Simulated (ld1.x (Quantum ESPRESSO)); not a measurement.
How hard is this Si (Z = 14) ultrasoft potential?

Si (Z = 14), ultrasoft, made with ld1.x (Quantum ESPRESSO) 7.5 (PBE, scalar-relativistic). Core [Ne], reference 3s2 3p0 (charge +2). Waves: 3s (bound): rcut 1.50, rcutus 1.80 bohr; 3s channel at 2.95 Ry: rcut 1.50, rcutus 1.80 bohr; 3p (bound, empty): rcut 0.45, rcutus 0.60 bohr; 3p channel at -1.05 Ry: rcut 0.45, rcutus 0.60 bohr. Local part: all-electron potential smoothed inside 0.75 bohr (lloc = -2). Core correction: a·sin(br)/r model core inside 0.30 bohr. Augmentation charge: built from norm-conserving waves at rcut, not smoothed further.

The pseudo-atom Hamiltonian at the reference potential is diagonalised in spherical Bessel functions j_l(qr) that vanish at 20 bohr, with q² up to the cutoff. All-electron valence levels (Ry): 3s -2.0974, 3p -1.5070.

Problem. How do the lowest levels (Ry) of each channel move with the cutoff, and are there ghosts?

Solution.

```tsv
cutoff (Ry)	s #1	s #2	p #1	p #2	d #1	d #2	f #1	f #2	Σ f·Δε (mRy)
8	-2.0959	-0.7107	-2.4524	-0.7384	-0.7401	-0.3266	-0.2883	-0.1646	6.9
10	-2.0977	-0.7130	-2.6870	-0.7872	-0.7500	-0.3301	-0.2884	-0.1648	3.3
12	-2.0981	-0.7143	-2.9285	-0.8345	-0.7569	-0.3326	-0.2885	-0.1648	2.5
15	-2.0981	-0.7148	-3.3099	-0.9025	-0.7617	-0.3344	-0.2885	-0.1649	2.5
21	-2.0987	-0.7150	-3.8573	-0.9873	-0.7693	-0.3372	-0.2886	-0.1649	1.1
25	-2.0990	-0.7150	-4.2933	-1.0473	-0.7713	-0.3379	-0.2886	-0.1649	0.6
30	-2.0992	-0.7150	-4.7445	-1.1044	-0.7735	-0.3388	-0.2886	-0.1649	0.2
35	-2.0993	-0.7150	-5.2037	-1.1588	-0.7750	-0.3393	-0.2886	-0.1649	0.1
400	-2.0993	-0.7150	-8.5922	-1.5066	-0.7772	-0.3401	-0.2886	-0.1649	0.0
```

Result: ghost state, extra bound levels that the all-electron valence spectrum of the same l lacks: p at -116.9 eV (a true bound ghost makes a file unfit for plane-wave use); 10 mRy is reached at 8 Ry and 1 mRy at 25 Ry.

The cutoffs count occupied waves only; the empty 3p level needs 160 Ry at the loose tolerance. 6 of 7 tests not solved or not reliable.
